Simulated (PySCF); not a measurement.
C3H7ClSi.

```xyz
12

C     -1.8790    -0.8973    -0.3723
C     -0.7978    -0.1905    -0.0293
Cl    -0.5667     0.2981     1.6568
Si     0.5944     0.3688    -1.1746
C      2.2377    -0.2912    -0.5461
H     -2.0187    -1.1993    -1.4142
H     -2.6435    -1.1905     0.3531
H      0.2760    -0.1464    -2.5390
H      0.6110     1.8598    -1.2038
H      2.2486    -1.3923    -0.5658
H      2.3969     0.0353     0.4933
H      3.0755     0.0765    -1.1593
```

Coordinates come from a B3LYP-D3(BJ)/def2-SVP optimisation. Other conformers were not sampled.

Method: PySCF with KT2/pcSseg-1. Non-relativistic, no solvent.

Computed absolute GIAO shielding of each atom: isotropic value and principal components (ppm):
```csv
atom,σ(iso),σ11,σ22,σ33,span
C1,57.0,-50.6,83.3,138.2,188.9
C2,35.2,-61.3,54.2,112.8,174.1
Cl3,660.8,400.8,635.4,946.3,545.5
Si4,398.9,362.1,404.7,430.0,68.0
C5,189.5,183.6,189.5,195.6,12.0
H6,25.2,22.0,23.9,29.7,7.7
H7,25.2,21.5,23.9,30.3,8.8
H8,26.8,23.4,25.5,31.5,8.1
H9,26.8,23.7,25.2,31.4,7.7
H10,30.9,26.9,28.4,37.4,10.6
H11,30.4,25.4,29.7,36.2,10.8
H12,31.0,26.8,27.4,38.8,12.0
```
